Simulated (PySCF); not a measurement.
Job file and geometry (Å, from GFN2-xTB) of an NMR shielding run on SMILES C=CC[Si@@H](O)N[SiH3], C₃H₁₁NOSi₂, PySCF, GIAO PBE0/pcSseg-1 NMR shielding, non-relativistic, gas phase; density fitting, a coarse starting grid and PySCF grid level 2 are the driver's defaults:

```
$ OMP_NUM_THREADS=1 python probes_run.py task.json out

{"job": {"kind": "nmr", "xc": "PBE0", "basis": "pcSseg-1"}, "charge": 0, "multiplicity": 1}
C      2.639319     0.710026    -0.314284
C      1.445170     0.243711    -0.641633
C      0.853370    -1.009556    -0.106283
Si    -0.256456    -0.592359     1.390326
O      0.581737     0.215681     2.526914
N     -1.552687     0.408136     0.821931
Si    -2.638821     0.160476    -0.504933
H      3.297627     0.162331     0.341884
H      3.018959     1.640952    -0.700531
H      0.804590     0.816198    -1.299783
H      1.639114    -1.691323     0.217636
H      0.269601    -1.509714    -0.875142
H     -0.698586    -1.780182     2.113484
H      1.247954     0.846701     2.263736
H     -1.885902     1.054733     1.519448
H     -1.839810    -0.020548    -1.717429
H     -3.481641    -1.024332    -0.303621
H     -3.452296     1.375386    -0.573416
```

**Question.** Write the output of this run.

**Answer.** 
```
coarse grid: 15480 points
cycle   1  E = -829.1978114103  dE =  6.506e-01  |g| = 8.445e-01  |ddm| = 3.778e+00
cycle   2  E = -829.0686825339  dE =  1.291e-01  |g| = 1.180e+00  |ddm| = 1.561e+00
cycle   3  E = -829.3344399849  dE = -2.658e-01  |g| = 9.984e-02  |ddm| = 1.032e+00
cycle   4  E = -829.3363202554  dE = -1.880e-03  |g| = 3.738e-02  |ddm| = 1.062e-01
cycle   5  E = -829.3366405006  dE = -3.202e-04  |g| = 9.849e-03  |ddm| = 3.788e-02
cycle   6  E = -829.3366584865  dE = -1.799e-05  |g| = 4.392e-03  |ddm| = 1.133e-02
cycle   7  E = -829.3366629658  dE = -4.479e-06  |g| = 5.104e-04  |ddm| = 3.740e-03
final grid: 138768 points
cycle   8  E = -829.3832549557  dE = -2.771e-05  |g| = 8.836e-03  |ddm| = 2.409e-02
cycle   9  E = -829.3832394220  dE =  1.553e-05  |g| = 1.252e-02  |ddm| = 1.663e-02
cycle  10  E = -829.3832718466  dE = -3.242e-05  |g| = 1.201e-03  |ddm| = 9.894e-03
cycle  11  E = -829.3832721576  dE = -3.110e-07  |g| = 1.937e-04  |ddm| = 1.049e-03
cycle  12  E = -829.3832721648  dE = -7.214e-09  |g| = 9.012e-05  |ddm| = 2.122e-04
cycle  13  E = -829.3832721666  dE = -1.802e-09  |g| = 3.239e-05  |ddm| = 9.330e-05
cycle  14  E = -829.3832721669  dE = -2.551e-10  |g| = 4.295e-06  |ddm| = 3.019e-05
converged SCF energy = -829.3832721669

GIAO shielding tensors (ppm)
atom      isotropic    diamagn.    paramagn.     s11        s22        s33       span
  0 C       68.901     254.907    -186.006    -41.952     90.620    158.035    199.987
  1 C       43.460     258.722    -215.262    -78.707     42.328    166.759    245.467
  2 C      160.897     257.010     -96.113    141.057    158.886    182.749     41.692
  3 Si     373.568     880.458    -506.890    348.016    375.636    397.052     49.036
  4 O      300.988     389.756     -88.768    269.230    290.442    343.291     74.062
  5 N      247.846     326.225     -78.380    217.573    247.643    278.321     60.748
  6 Si     410.463     880.132    -469.669    369.884    394.002    467.502     97.618
  7 H       26.516      31.843      -5.326     22.632     25.824     31.093      8.462
  8 H       26.446      30.697      -4.251     23.218     25.417     30.702      7.484
  9 H       25.329      34.747      -9.418     22.769     24.394     28.824      6.055
 10 H       30.161      32.689      -2.528     26.333     28.585     35.565      9.232
 11 H       29.652      33.910      -4.258     26.643     28.148     34.164      7.520
 12 H       26.741      29.555      -2.815     23.004     24.731     32.488      9.485
 13 H       29.149      33.976      -4.827     20.250     25.821     41.375     21.125
 14 H       31.834      32.079      -0.245     22.916     29.637     42.949     20.034
 15 H       26.993      31.257      -4.264     23.056     26.807     31.115      8.059
 16 H       26.900      28.728      -1.828     23.084     24.901     32.713      9.629
 17 H       27.043      28.972      -1.929     23.588     25.046     32.496      8.907
```

**Question.** Turn these shieldings into chemical shifts. δ = σ(ref) − σ, references computed at the same level: ¹³C (σref 186.93), ²⁹Si (σref 349.16), ¹H (σref 31.72) against TMS; ¹⁷O (σref 336.08) against H2O; ¹⁵N (σref 267.73) against NH3.

**Answer.** Averaging equivalent atoms: C 1: 143.5; C 0: 118.0; C 2: 26.0; Si 3: -24.4; Si 6: -61.3; O 4: 35.1; N 5: 19.9; H 9: 6.39; H 8: 5.27; H 7: 5.20; H 12: 4.98; H 15/16/17: 4.74; H 13: 2.57; H 11: 2.07; H 10: 1.56; H 14: -0.12 ppm. Experimental scales use liquid or dissolved standards, which lie at an offset from isolated NH3 (liquid NH3: subtract about 20 ppm) and H2O (liquid H2O: subtract about 36 ppm).

Size and cost of the density-fitted run: 188 basis functions, 48 s wall time on 1 thread of an Arm Neoverse N1, shared host; peak memory 0.94 GiB.
